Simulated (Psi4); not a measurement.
A dimer, H4OSi ··· C4H5N (SMILES O[SiH3] and c1cc[nH]c1); the first 6 atoms form monomer A.

```
16

Si    -0.3994    -0.0168    -0.0046
O      1.1842    -0.4253    -0.2412
H     -1.1911    -1.1193    -0.5840
H     -0.7172     0.1283     1.4379
H     -0.7421     1.2594    -0.6804
H      1.8656     0.1737     0.0723
C      5.1661     4.2463     1.3817
C      5.0113     3.7908     2.7194
C      3.8796     4.3819     3.2269
N      3.3489     5.1757     2.2433
C      4.1239     5.1010     1.1150
H      5.9513     3.9774     0.6953
H      5.6562     3.1085     3.2473
H      3.4149     4.3038     4.1944
H      2.5169     5.7292     2.3355
H      3.8738     5.6547     0.2268
```

**Question.** What interaction energy does SAPT0/jun-cc-pVDZ, frozen core run with Psi4 give, and which attractive term is the largest?

**Answer.** Total -0.60 kcal/mol: electrostatics -0.49, exchange 0.00, induction -0.02, dispersion -0.09. The most attractive term is electrostatics.
